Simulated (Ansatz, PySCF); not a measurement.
Ge(Cl)3(SH) (Cl₃GeHS), SMILES [SH][Ge]([Cl])([Cl])[Cl]. Atoms are numbered in the order given.

```xyz
6

S      2.0022    -0.5052    -0.8187
Ge     0.0104     0.0115    -0.0079
Cl    -0.2787     2.1423     0.1499
Cl    -1.4503    -0.8021    -1.3579
Cl    -0.3078    -0.8101     1.9600
H      2.6473     0.1142     0.1994
```
Charge 0, spin multiplicity 1.

Geometry optimised at B3LYP-D3(BJ)/def2-SVP. The structure was generated by enumeration, and PubChem lists no compound with its InChIKey, so it may never have been made. Other conformers were not sampled.

Two levels are set side by side: PBE-D3(BJ)/def2-SVP (Ansatz, a program for electronic structure) and B3LYP-D3(BJ)/def2-SVP (Ansatz). Each level has its own optimised geometry; the coordinates shown are those of the second. Frequencies come from the Hessian of PySCF at each geometry. Differences are taken from unrounded values.

```
quantity                            B3LYP-D3(BJ)  PBE-D3(BJ)  PBE-D3(BJ) minus B3LYP-D3(BJ)
----------------------------------  ------------  ----------  -----------------------------
mean bond length (Å)                       2.006       2.011                          0.005
bond S1–Ge2 (Å)                            2.212       2.215                          0.004
bond Ge2–Cl3 (Å)                           2.156       2.161                          0.005
bond Ge2–Cl4 (Å)                           2.149       2.153                          0.004
bond Ge2–Cl5 (Å)                           2.156       2.161                          0.005
bond S1–H6 (Å)                             1.355       1.365                          0.010
highest harmonic wavenumber (cm⁻¹)          2664        2609                            -55
mean harmonic wavenumber (cm⁻¹)              495         482                            -13
zero-point energy (kcal/mol)                8.50        8.27                          -0.22
```
